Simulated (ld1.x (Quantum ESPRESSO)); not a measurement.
Ir: one change to a TM potential, before and after

ld1.x (Quantum ESPRESSO) 7.5 input, shortened:

```
&input
   title='Ir', zed=77., rel=1, dft='PBE', iswitch=3,
   config='[Xe] 4f14 5d7 6s1.75 6p0'
 /
 &inputp
   pseudotype=2, tm=.true., lloc=0,
   nlcc=.false.
 /
3
5P  2  1   6.00   0.00  1.10  1.10  0.0
5D  3  2   7.00   0.00  1.90  1.90  0.0
6S  1  0   1.75   0.00  2.25  2.25  0.0
 &test
   configts(1)='5p6 5d7 6s1.75 6p0'
 /
```

All-electron outer shells of the reference configuration (PBE, scalar-relativistic, ld1.x):

| shell | level (eV) | outermost node (bohr) | outermost maximum (bohr) |
| --- | --- | --- | --- |
| 5s | -99.95 | 0.50 | 0.89 |
| 4f | -64.15 | – | 0.39 |
| 5p | -56.67 | 0.54 | 1.01 |
| 5d | -9.09 | 0.59 | 1.29 |
| 6s | -8.06 | 1.17 | 2.38 |
| 6p | -2.60 | 1.39 | 3.34 |

Change: wave 5d (bound): rc 1.90 bohr becomes 5d (bound): rc 2.28 bohr.

Cutoffs: the cutoffs (Ry, on a coarse ladder) from which the occupation-weighted sum of valence levels, in a spherical-Bessel basis at the reference potential, stays within 10 and 1 mRy of its value at 400 Ry; they do not see the model core or the augmentation charge, which bear on the density cutoff. Errors are all-electron minus pseudo energies relative to the spin-unpolarised reference configuration.

**Question.** Predict the effect on cutoff, ghosts and configuration errors.

**Answer.** The potential gets neither clearly harder nor softer (140 Ry and 200 Ry → 140 Ry and 200 Ry); the p channel sets the loose cutoff, while the largest relative change is in d, which becomes softer; the errors of the 7 common tests hardly move; neither file shows a bound ghost.

| quantity | base | changed |
| --- | --- | --- |
| cutoff, loose | 140 Ry | 140 Ry |
| cutoff, tight | 200 Ry | 200 Ry |
| loose cutoff by channel (10 mRy a level) | p 70 Ry, d 35 Ry, s 8 Ry | p 70 Ry, d 30 Ry, s 8 Ry |
| bound ghosts | none | none |
| error for 5p6 5d7 6s2 6p0, meV [ΔE -1.80 eV] | +0.4 | +0.4 |
| error for 5p6 5d7 6s1 6p0, meV [ΔE 8.08 eV] | -7.0 | -6.6 |
| error for 5p6 5d7 6s0 6p0, meV [ΔE 25.55 eV] | -36 | -35 |
| error for 5p6 5d8 6s0 6p0, meV [ΔE 6.84 eV] | -92 | -83 |
| error for 5p6 5d7 6s1.5 6p0, meV [ΔE 2.24 eV] | -1.3 | -1.2 |
| error for 5p6 5d7 6s0 6p2, meV [ΔE 9.21 eV] | -1403 | -1402 |
| error for 5p6 5d5 6s0 6p0, meV [ΔE 99.67 eV] | -202 | -193 |
